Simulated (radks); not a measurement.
Species: Nd XVIII. Configuration: [Ar] 3d10 4s2 4p5 4d8 (not the ground configuration). Calculated with a radial shooting solver on a logarithmic mesh with Libxc functionals: scalar-relativistic Kohn-Sham, SCAN, spin-unpolarised, spherical densities, finite nucleus; meta-GGA in the generalised Kohn-Sham scheme; Fermi nuclear charge, rms radius 4.9123 fm. Some entries of the table are withheld. Estimate them.

| orbital | occ. | eigenvalue (eV) | r(max) (bohr) | <r^2> (bohr^2) |
|---|---|---|---|---|
| 1s | 2 | -43873.77 | (1) | 0.0007601 |
| 2s | 2 | -7454.841 | 0.08540 | 0.01202 |
| 2p | 6 | -6703.370 | 0.06893 | 0.009621 |
| 3s | 2 | -1936.033 | 0.2430 | 0.08030 |
| 3p | 6 | (2) | (3) | 0.08035 |
| 3d | 10 | -1366.988 | 0.1959 | 0.06814 |
| 4s | 2 | -677.5736 | (4) | 0.3837 |
| 4p | 5 | -595.0750 | 0.5748 | 0.4191 |
| 4d | 8 | -477.0849 | 0.5895 | 0.4656 |

Answer. 
(1) 1s r(max) (bohr): 0.01510
(2) 3p eigenvalue (eV): -1697.012
(3) 3p r(max) (bohr): 0.2381
(4) 4s r(max) (bohr): 0.5549
